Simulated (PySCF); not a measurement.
Mayer bond orders and bond lengths

Compound: C₇H₁₀O.
Atom-mapped SMILES: `[CH2:1]=[C:2]([CH3:3])[C@@H:4]1[CH:5]=[CH:6][CH2:7][O:8]1` (hydrogens: H9, H10 on C1; H11, H12, H13 on C3; H14 on C4; H15 on C5; H16 on C6; H17, H18 on C7)

Structure used (GFN2-xTB), in Å, numbered top down from 1:
```xyz
18
C7H10O angstrom
C      1.9091    1.6552   -0.2582
C      1.1150    0.5987   -0.2139
C      1.6148   -0.8049   -0.0825
C     -0.3936    0.7447   -0.2745
C     -1.0313    0.3996    1.0441
C     -1.8465   -0.6277    0.8917
C     -1.8538   -1.0539   -0.5431
O     -0.9812   -0.1579   -1.2092
H      2.9799    1.5614   -0.1947
H      1.5237    2.6558   -0.3597
H      1.2351   -1.2548    0.8351
H      1.2524   -1.3984   -0.9203
H      2.7008   -0.8317   -0.0688
H     -0.6412    1.7735   -0.5784
H     -0.7953    0.9410    1.9404
H     -2.4416   -1.1228    1.6360
H     -2.8554   -0.9832   -0.9897
H     -1.4996   -2.0883   -0.6660
```

Bond orders from the PBE0/pcSseg-1 density (PySCF). The structure is a single GFN2-xTB conformer in the gas phase; no vibrational or solvent corrections.

Q: Where do the orders between heavy atoms depart from those drawn in the SMILES?

A: The largest departure is 0.158, at C5–C6 (drawn double, 1.842).

Q: Give the Mayer order of every bond between heavy atoms, beside its length.

A: 
```tsv
bond	drawn as	length (Å)	Mayer order
C1–C2	double	1.322	1.981
C2–C3	single	1.496	1.038
C2–C4	single	1.517	0.961
C4–C5	single	1.505	1.033
C5–C6	double	1.320	1.842
C6–C7	single	1.497	1.037
C7–O8	single	1.417	0.930
O8–C4	single	1.426	0.925
```

By pair of heavy elements: C–C: lowest C2–C4 (0.961, 1.517 Å), highest C1–C2 (1.981, 1.322 Å). C–O: all 2 within 0.02 of one another (0.925 to 0.930).

Q: And the bonds to hydrogen?

A: C–H: 0.93 to 0.99 (10 bonds).

Q: Sum the orders of all bonds at each heavy atom with more than one neighbour and set the sums beside the valence in the SMILES.

A: C1 3.862 (drawn 4), C2 3.980 (drawn 4), C3 3.882 (drawn 4), C4 3.854 (drawn 4), C5 3.861 (drawn 4), C6 3.856 (drawn 4), C7 3.839 (drawn 4), O8 1.855 (drawn 2). Orders between atoms that aren't bonded are not in these sums.

The Mayer order sums products of elements of PS (density times overlap matrix) between the two atoms' basis functions, so it depends on the basis set.

These values come from a run that also computed NMR shieldings. Hardware: AMD EPYC 7R13, one thread, shared host. Cost: 28 s, 0.84 GiB resident at most.
